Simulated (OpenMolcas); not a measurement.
B I: effect of correlating more closed shells

```yaml
Program: OpenMolcas 26.06
Basis: ANO-R2 [4s4p2d1f]
Scalar_Hamiltonian: X2C, finite nucleus
Active_space: 3 electrons in 4 orbitals (2s 2p)
State_averaging: 2S+1 = 4 odd, 1 root (0 in the spin-orbit step); 2S+1 = 2 odd, 3 roots; 2S+1 = 4 even, 3 roots; 2S+1 = 2 even, 5 roots
Spin-orbit_coupling: RASSI with atomic mean-field integrals over the reference wave functions, term energies averaged over their components
```

Methods on the same reference wave functions:
A. CASSCF
B. SS-CASPT2, IPEA 0.25 Eh, imaginary shift 0.1 Eh (closed shells correlated: none)
C. SS-CASPT2, IPEA 0.25 Eh, imaginary shift 0.1 Eh (closed shells correlated: 1s)

Energies in cm⁻¹ above 2s² 2p ²P°_1/2, the measured ground level; measured values from NIST Handbook of Basic Atomic Spectroscopic Data.

```tsv
Level	A	B	C	Measured
2s² 2p ²P°_1/2	0.0	0.0	0.0	0.0
2s² 2p ²P°_3/2	14.3	14.3	14.3	15.3
2s 2p² ⁴P_1/2	24128	27570	27490	28870
2s 2p² ⁴P_3/2	24133	27570	27500	28875
2s 2p² ⁴P_5/2	24142	27580	27510	28881
2s 2p² ²D_3/2	54600	49560	49360	47857
2s 2p² ²D_5/2	54600	49560	49360	47857
```

Deviations, from unrounded energies. A percentage is the sum of absolute deviations over the sum of measured energies, with the sign that they share, or ± where signs differ.

```json
{"Against measurement": "mean absolute deviation (cm-1)", "Levels": "6", "A": "4600", "B": "1200", "C": "1200"}
{"Against measurement": "fine structure of the ground term (%)", "Levels": "1", "A": "-6.4", "B": "-6.4", "C": "-6.4"}
{"Against measurement": "other configurations (%)", "Levels": "5", "A": "±15.2", "B": "±4.0", "C": "±3.9"}
```

B, C lie about equally close to measurement and A furthest from it. The largest miss of C in the table is 2s 2p² ²D_5/2, by +1500 cm-1. The ranking rests on the paired levels alone, and a cruder setting can come out closer through cancelling errors.

Between B and C the level of the table that moves most is 2s 2p² ²D_3/2, by 200 cm-1 (lowest in C, highest in B). Moves below CASPT2's spread within the term are not significant.

The lowest spin-free term lies below A's lowest term by 0.031 hartree in B, 0.039 hartree in C.

What an inner shell adds also hangs on whether the basis holds functions to correlate it.

Term energies are means over components that CASPT2 splits; among the terms shown or strongly mixed into the levels shown the widest spread is 13 cm-1 (2s 2p² ²D, B). Without dynamic correlation excited terms often stand tens of per cent too high (terms of higher spin than the ground term too low), and those without a measured partner can miss by more than the paired ones (holds for A). Measured partners are found by configuration, term and J. A level has none where our copy of the source lacks it or the pairing is in doubt (some pairs that miss far off the trend of their configuration count as doubtful), and it then counts in no deviation. Only configurations of the active space appear.

° marks odd parity.
